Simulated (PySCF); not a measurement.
## Shieldings and the share of exact exchange

Molecule: `BCB(F)F`, CH$_{4}$B$_{2}$F$_{2}$.

Cartesian coordinates in Å; atom numbers follow the order of the lines, from 1:
```xyz
9

B     0.7987    0.5603    0.8712
C     0.4664   -0.2702   -0.4033
B    -1.0931   -0.3213   -0.5098
F    -1.8077   -1.2018    0.1683
F    -1.7706    0.5199   -1.2699
H     0.9071    0.0209    1.9477
H     0.9037    1.7635    0.8067
H     0.8172   -1.3096   -0.3059
H     0.8465    0.2131   -1.3158
```

GIAO shieldings (ppm, equivalent atoms averaged) in PySCF 2.14 on the PBE0-D3(BJ)/def2-SVP geometry, basis pcSseg-2, gas phase, non-relativistic:

| functional | exact exchange (%) | σ(B1) | σ(B3) | σ(C2) | σ(F4/F5) |
| --- | --- | --- | --- | --- | --- |
| BLYP | 0 | 0.7 | 65.7 | 140.5 | 216.8 |
| BP86 | 0 | 3.8 | 68.7 | 143.7 | 216.0 |
| PBE | 0 | 1.5 | 68.1 | 143.3 | 213.7 |
| B3LYP | 20 | 6.0 | 69.6 | 147.2 | 233.5 |
| mPW1PW91 | 25 | 9.7 | 72.7 | 151.7 | 236.7 |
| BHandHLYP | 50 | 14.7 | 75.6 | 155.9 | 255.0 |
| HF | 100 | 32.3 | 86.6 | 168.6 | 286.0 |

**Question.** Fit each shielding as a line in the percentage of exact exchange.

**Answer.** σ(B1) = 1.5 + 0.30 x (rms 1.3 ppm); σ(B3) = 67.2 + 0.19 x (rms 1.1 ppm); σ(C2) = 142.8 + 0.26 x (rms 1.3 ppm); σ(F4/F5) = 217.0 + 0.71 x (rms 2.1 ppm). The functionals also differ in their semilocal parts, which the line can't hold; Hartree–Fock has no correlation at all.

**Question.** What does the line predict for PBE0 (25 %), and what does the run give?

**Answer.** σ(B1): 9.0 predicted, 8.8 computed; σ(B3): 72.0 predicted, 72.8 computed; σ(C2): 149.3 predicted, 151.7 computed; σ(F4/F5): 234.8 predicted, 235.3 computed ppm.
